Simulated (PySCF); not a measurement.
BrHZn. Atoms are numbered in the order given.

```xyz
3

Zn     0.0000     0.0000    -1.1744
H      0.0000     0.0000    -2.6982
Br     0.0000     0.0000     1.0837
```

Coordinates come from a B3LYP-D3(BJ)/def2-TZVP optimisation.

Vertical ionisation energy (IE) and electron affinity (EA) in eV. Rows of orbital energies are one-electron estimates. Where ΔSCF, EOM or ADC give a negative EA the extra electron is unbound and the value depends on the basis.

```tsv
level	IE	EA
−ε(HOMO), −ε(LUMO), PBE0/def2-TZVPD (PySCF)	(withheld)	(withheld)
−ε(HOMO), −ε(LUMO), CAM-B3LYP/def2-TZVPD (PySCF)	9.68	0.12
```

Question: Fill in the missing entries. (The exact figures need the calculation; the answer reports its results.)

Answer: 
- −ε(HOMO), −ε(LUMO), PBE0/def2-TZVPD (PySCF), IE: 8.36
- −ε(HOMO), −ε(LUMO), PBE0/def2-TZVPD (PySCF), EA: 0.79
